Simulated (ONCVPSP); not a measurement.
u(r) = r·R(r): atom against pseudo-atom (cerium (Ce))

Columns: radius, all-electron u(r) and pseudo u(r) of the 5s shell (level -42.91 eV) of cerium in the configuration [Kr] 4d10 4f1 5s2 5p6 5d1 6s1; PBE, non-relativistic, ONCV scheme, ONCVPSP 4.0.1.

```csv
r (bohr),all-electron,pseudo
0.135,0.0445,0.0620
0.270,0.2525,0.1307
0.405,-0.2951,0.2116
0.540,-0.5090,0.3075
0.675,-0.3098,0.4169
0.810,0.0599,0.5330
0.945,0.4187,0.6460
1.080,0.6888,0.7451
1.215,0.8559,0.8213
1.350,0.9336,0.8688
1.485,0.9427,0.8843
1.620,0.9046,0.8672
1.755,0.8374,0.8201
1.890,0.7548,0.7497
2.025,0.6667,0.6661
2.160,0.5798,0.5798
2.295,0.4979,0.4979
2.430,0.4234,0.4234
2.565,0.3572,0.3572
2.700,0.2993,0.2993
2.835,0.2494,0.2494
2.970,0.2069,0.2069
3.105,0.1710,0.1710
3.240,0.1408,0.1408
3.375,0.1157,0.1157
3.510,0.0948,0.0948
```

How many radial nodes do the two functions have?

The all-electron 5s function has n − l − 1 = 4 (the table is too coarse to show those close to the nucleus); the pseudo-wave has 0, since the states of the same l below it are removed with the core.

At about which radius was the pseudo-wave matched?

2.20 bohr, where the columns begin to agree (steps of 0.14 bohr).

Is the pseudo-wave norm-conserving?

Yes: the ONCV scheme keeps the norm inside the radius equal to the all-electron one, which fixes the energy derivative of the logarithmic derivative at the level.
